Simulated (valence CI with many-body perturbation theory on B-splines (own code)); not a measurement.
Values are calculated unless marked as measured or tabulated.
## Energy levels of Cr9+

Method: valence CI with perturbative core correlation (CI+MBPT): five valence electrons over a frozen Dirac-Fock core [Ne], a basis of 9 s, 9 p, 8 d, 6 f, 3 g, 1 h functions for each j, with the one-electron correlation potential Σ1 (screened to all orders), the two-electron term Σ2, the three-electron term Σ3, Breit, model QED; selected single and double excitations, second order for the rest, scaled by the run's own slope (own B-spline code, finite nucleus).

No measured levels were compared; by estimate levels of excited configurations hold to 0.05 to 0.15 % of their energy, terms of the ground configuration to about 0.5 %. Among the levels kept, up to 1600 cm⁻¹ of a level comes from second order outside the variational space, and about a tenth of that is noise between levels of different J, which matters for small intervals.

Levels 1 to 32 of 32, with energies above the lowest level, 3s²3p³ ⁴S°_3/2. "Leading %" is the weight of the configuration and term that name the level; weights of strongly mixed levels are sums over their largest components and can fall short, so below about 35 % the name and the second component can differ from the true leading terms, or belong to a minority configuration. In the jj column 3d3/2^4 stands for four electrons in 3d with j = 3/2.

| No. | Configuration | Term | J | E (eV) | Leading % | g | Leading jj |
| --- | --- | --- | --- | --- | --- | --- | --- |
| 1 | 3s²3p³ | ⁴S° | 3/2 | 0.000 | 95 | 1.992 | 3s^2 3p1/2 3p3/2^2 (51 %) |
| 2 | 3s²3p³ | ²D° | 3/2 | 4.629 | 88 | 0.844 | 3s^2 3p1/2 3p3/2^2 (45 %) |
| 3 | 3s²3p³ | ²D° | 5/2 | 4.921 | 96 | 1.200 | 3s^2 3p1/2 3p3/2^2 (96 %) |
| 4 | 3s²3p³ | ²P° | 1/2 | 7.968 | 95 | 0.665 | 3s^2 3p1/2 3p3/2^2 (95 %) |
| 5 | 3s²3p³ | ²P° | 3/2 | 8.367 | 87 | 1.298 | 3s^2 3p3/2^3 (73 %) |
| 6 | 3s3p⁴ | ⁴P | 5/2 | 28.995 | 88 | 1.597 | 3s 3p1/2^2 3p3/2^2 (66 %) |
| 7 | 3s3p⁴ | ⁴P | 3/2 | 29.751 | 88 | 1.732 | 3s 3p1/2 3p3/2^3 (76 %) |
| 8 | 3s3p⁴ | ⁴P | 1/2 | 30.116 | 87 | 2.665 | 3s 3p3/2^4 (33 %) |
| 9 | 3s3p⁴ | ²D | 3/2 | 35.928 | 76 | 0.806 | 3s 3p1/2 3p3/2^3 (47 %) |
| 10 | 3s3p⁴ | ²D | 5/2 | 36.050 | 76 | 1.203 | 3s 3p1/2 3p3/2^3 (58 %) |
| 11 | 3s²3p²3d | ²P | 3/2 | 41.351 | 50 | 1.328 | 3s 3p1/2 3p3/2^3 (26 %) |
| 12 | 3s3p⁴ | ²P | 1/2 | 41.853 | 37 | 0.969 | 3s 3p1/2^2 3p3/2^2 (29 %) |
| 13 | 3s3p⁴ | ²S | 1/2 | 43.289 | 62 | 1.698 | 3s 3p3/2^4 (41 %) |
| 14 | 3s²3p²3d | ⁴F | 3/2 | 45.591 | 94 | 0.416 | 3s^2 3p1/2^2 3d3/2 (41 %) |
| 15 | 3s²3p²3d | ⁴F | 5/2 | 45.881 | 93 | 1.040 | 3s^2 3p1/2 3p3/2 3d3/2 (57 %) |
| 16 | 3s²3p²3d | ⁴F | 7/2 | 46.305 | 93 | 1.243 | 3s^2 3p1/2 3p3/2 3d5/2 (62 %) |
| 17 | 3s²3p²3d | ⁴F | 9/2 | 46.845 | 96 | 1.331 | 3s^2 3p3/2^2 3d5/2 (54 %) |
| 18 | 3s²3p²3d | ²F | 5/2 | 47.196 | 78 | 0.954 | 3s^2 3p1/2 3p3/2 3d3/2 (61 %) |
| 19 | 3s²3p²3d | ²F | 7/2 | 47.524 | 50 | 1.276 | 3s^2 3p1/2 3p3/2 3d5/2 (61 %) |
| 20 | 3s²3p²3d | ⁴D | 1/2 | 47.556 | 96 | 0.003 | 3s^2 3p1/2 3p3/2 3d3/2 (77 %) |
| 21 | 3s²3p²3d | ⁴D | 3/2 | 47.645 | 94 | 1.186 | 3s^2 3p1/2 3p3/2 3d3/2 (38 %) |
| 22 | 3s²3p²3d | ⁴D | 5/2 | 47.972 | 74 | 1.263 | 3s^2 3p1/2 3p3/2 3d5/2 (43 %) |
| 23 | 3s²3p²3d | ⁴D | 7/2 | 48.701 | 48 | 1.288 | 3s^2 3p3/2^2 3d5/2 (89 %) |
| 24 | 3s²3p²3d | ²G | 7/2 | 52.563 | 95 | 0.891 | 3s^2 3p1/2 3p3/2 3d3/2 (50 %) |
| 25 | 3s²3p²3d | ²G | 9/2 | 52.770 | 95 | 1.113 | 3s^2 3p1/2 3p3/2 3d5/2 (54 %) |
| 26 | 3s²3p²3d | ²P | 3/2 | 53.730 | 50 | 1.323 | 3s^2 3p1/2 3p3/2 3d5/2 (35 %) |
| 27 | 3s²3p²3d | ²P | 1/2 | 54.689 | 52 | 0.715 | 3s^2 3p3/2^2 3d5/2 (31 %) |
| 28 | 3s²3p²3d | ⁴P | 5/2 | 54.825 | 84 | 1.589 | 3s^2 3p1/2 3p3/2 3d5/2 (46 %) |
| 29 | 3s²3p²3d | ⁴P | 3/2 | 55.191 | 83 | 1.701 | 3s^2 3p1/2 3p3/2 3d3/2 (31 %) |
| 30 | 3s²3p²3d | ⁴P | 1/2 | 55.416 | 83 | 2.610 | 3s^2 3p3/2^2 3d3/2 (48 %) |
| 31 | 3s²3p²3d | ²D | 3/2 | 56.179 | 87 | 0.838 | 3s^2 3p3/2^2 3d3/2 (32 %) |
| 32 | 3s²3p²3d | ²D | 5/2 | 57.088 | 87 | 1.208 | 3s^2 3p3/2^2 3d5/2 (55 %) |

Names give the largest LS component (configuration and term), which can be under half, so a name can repeat, a term be missing and a line seem to break the LS rules; names also repeat where a configuration has a term twice.

The ionisation energy to 3s²3p² ³P0 of the next ion comes out as 241.87 eV (NIST: 244.5 ± 0.5 eV (semi-empirical), further off than twice its uncertainty). All 32 levels together are meant to be complete up to 58.413 eV.
